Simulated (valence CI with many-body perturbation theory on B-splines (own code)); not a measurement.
# Energy levels of Tl74+

Method: relativistic CI+MBPT: five valence electrons over a frozen Dirac-Fock core [He], a basis of 11 s, 11 p, 10 d, 8 f, 5 g, 2 h functions for each j, with the one-electron correlation potential Σ1, the two-electron term Σ2, the three-electron term Σ3, Breit, model QED; selected CI, second order for the rest, scaled by the run's own slope (own B-spline code, finite nucleus).

The last digits are not significant, and no measured levels were compared; by estimate large intervals hold to a few tenths of a per cent, small ones and those within an open d or f shell to about a per cent. Among the levels kept, up to 7600 cm⁻¹ of a level comes from second order outside the variational space, and about a tenth of that is noise between levels of different J, which matters for small intervals.

Levels 136 to 180 of 202, with energies above the lowest level, (2s^2 2p1/2^2 2p3/2) J=3/2. "Leading %" is the weight of the configuration and term that name the level; weights of strongly mixed levels are sums over their largest components and can fall short. In the jj column 3d3/2^4 stands for four electrons in 3d with j = 3/2. Lifetimes count E1, E2, E3, M1 and M2 decay at the calculated energies, and are blank where another channel may lead or the interval is too uncertain; long ones can be off by a factor of two.

```csv
No.,Configuration,Term,J,E (Ry),Leading %,g,Lifetime,Leading jj
136,2s²2p²3d,²P,1/2,1171.1,53,1.262,899 as,2s^2 2p3/2^2 3d5/2 (86 %)
137,2s2p³3p,⁴P,1/2,1171.7,55,1.691,1.44 fs,2s 2p1/2 2p3/2^2 3p3/2 (88 %)
138,2s²2p²3d,²P,3/2,1173.2,36,1.222,362 as,2s^2 2p3/2^2 3d5/2 (81 %)
139,2s²2p²3d,²D,5/2,1173.3,56,1.199,387 as,2s^2 2p3/2^2 3d5/2 (96 %)
140,2s2p³3p,⁴F,9/2,1174.1,96,1.292,75.2 fs,2s 2p1/2 2p3/2^2 3p3/2 (96 %)
141,2s2p³3p,⁴P,3/2,1174.1,29,1.312,960 as,2s 2p1/2 2p3/2^2 3p3/2 (84 %)
142,2s2p³3p,⁴D,7/2,1174.2,64,1.286,3.84 fs,2s 2p1/2 2p3/2^2 3p3/2 (98 %)
143,2s2p³3p,²P,3/2,1175.9,56,1.407,1.60 fs,2s 2p1/2 2p3/2^2 3p3/2 (98 %)
144,2s²2p²3d,²D,5/2,1176.4,65,1.182,590 as,2s^2 2p3/2^2 3d5/2 (97 %)
145,2s2p³3p,²D,5/2,1177.5,56,1.217,1.51 fs,2s 2p1/2 2p3/2^2 3p3/2 (99 %)
146,2s2p³3d,⁶D°,3/2,1179.4,42,1.350,3.19 fs,2s 2p1/2 2p3/2^2 3d3/2 (100 %)
147,2s2p³3d,⁶D°,1/2,1179.5,49,2.248,1.92 fs,2s 2p1/2 2p3/2^2 3d3/2 (100 %)
148,2s2p³3d,⁶D°,5/2,1179.7,34,1.236,2.03 fs,2s 2p1/2 2p3/2^2 3d3/2 (99 %)
149,2s2p³3d,⁴G°,7/2,1180.4,36,1.189,1.08 fs,2s 2p1/2 2p3/2^2 3d3/2 (99 %)
150,2s2p³3p,⁴P,3/2,1180.5,31,1.375,3.67 fs,2s 2p1/2 2p3/2^2 3p3/2 (100 %)
151,2s2p³3p,²P,1/2,1181.8,74,0.698,15.9 fs,2s 2p1/2 2p3/2^2 3p3/2 (99 %)
152,2s2p³3p,⁴P,5/2,1181.8,52,1.321,1.85 fs,2s 2p1/2 2p3/2^2 3p3/2 (99 %)
153,2s2p³3p,²F,7/2,1182.2,79,1.153,2.06 fs,2s 2p1/2 2p3/2^2 3p3/2 (100 %)
154,2s2p³3p,⁴P,3/2,1182.4,37,1.346,3.68 fs,2s 2p1/2 2p3/2^2 3p3/2 (100 %)
155,2s2p³3p,²D,5/2,1182.9,48,1.229,9.04 fs,2s 2p1/2 2p3/2^2 3p3/2 (99 %)
156,2s2p³3d,²G°,9/2,1182.9,46,1.124,49.3 fs,2s 2p1/2 2p3/2^2 3d3/2 (99 %)
157,2s2p³3p,²D,3/2,1183.5,36,1.276,2.46 fs,2s 2p1/2 2p3/2^2 3p3/2 (100 %)
158,2s2p³3p,²P,1/2,1183.7,46,1.340,1.34 fs,2s 2p1/2 2p3/2^2 3p3/2 (99 %)
159,2s2p³3d,⁴F°,7/2,1183.8,39,1.223,495 as,2s 2p1/2 2p3/2^2 3d3/2 (98 %)
160,2s2p³3p,²D,5/2,1183.8,49,1.237,10.8 fs,2s 2p1/2 2p3/2^2 3p3/2 (99 %)
161,2s2p³3d,⁴D°,5/2,1184.1,40,1.332,416 as,2s 2p1/2 2p3/2^2 3d3/2 (99 %)
162,2s2p³3d,⁴P°,3/2,1184.7,44,1.605,348 as,2s 2p1/2 2p3/2^2 3d3/2 (99 %)
163,2s2p³3p,²P,1/2,1185.9,61,1.346,3.62 fs,2s 2p1/2 2p3/2^2 3p3/2 (100 %)
164,2s2p³3p,²D,3/2,1186.0,48,1.023,3.68 fs,2s 2p1/2 2p3/2^2 3p3/2 (99 %)
165,2s2p³3d,⁴F°,3/2,1188.5,64,0.617,2.60 fs,2s 2p1/2 2p3/2^2 3d3/2 (98 %)
166,2s2p³3d,⁴D°,1/2,1189.9,79,0.425,2.26 fs,2s 2p1/2 2p3/2^2 3d3/2 (85 %)
167,2s2p³3d,⁶D°,9/2,1190.0,51,1.348,129 fs,2s 2p1/2 2p3/2^2 3d5/2 (100 %)
168,2s2p³3d,²G°,7/2,1190.3,41,1.147,16.0 fs,2s 2p1/2 2p3/2^2 3d5/2 (54 %)
169,2s2p³3d,⁴G°,5/2,1190.3,28,0.927,3.16 fs,2s 2p1/2 2p3/2^2 3d3/2 (99 %)
170,2s2p³3d,⁴D°,3/2,1190.4,37,0.859,2.09 fs,2s 2p1/2 2p3/2^2 3d3/2 (99 %)
171,2s2p³3d,²G°,7/2,1190.8,41,1.139,11.6 fs,2s 2p1/2 2p3/2^2 3d3/2 (53 %)
172,2s2p³3d,⁴F°,5/2,1191.3,30,1.011,4.73 fs,2s 2p1/2 2p3/2^2 3d3/2 (94 %)
173,2s2p³3d,²P°,1/2,1192.0,44,0.968,396 as,2s 2p1/2 2p3/2^2 3d3/2 (85 %)
174,2s2p³3d,²F°,5/2,1192.2,44,1.029,410 as,2s 2p1/2 2p3/2^2 3d3/2 (92 %)
175,2s2p³3d,²D°,3/2,1192.4,26,1.178,375 as,2s 2p1/2 2p3/2^2 3d3/2 (94 %)
176,2s2p³3d,²D°,3/2,1192.8,42,1.022,389 as,2s 2p1/2 2p3/2^2 3d3/2 (95 %)
177,2s2p³3d,⁴D°,1/2,1193.1,48,0.664,639 as,2s 2p1/2 2p3/2^2 3d5/2 (50 %)
178,2s2p³3d,⁴G°,11/2,1193.4,100,1.238,156 fs,2s 2p1/2 2p3/2^2 3d5/2 (100 %)
179,2s2p³3d,⁴F°,9/2,1193.8,69,1.232,72.8 fs,2s 2p1/2 2p3/2^2 3d5/2 (100 %)
180,2s2p³3d,⁴D°,1/2,1193.8,35,0.983,338 as,2s 2p1/2 2p3/2^2 3d3/2 (67 %)
```
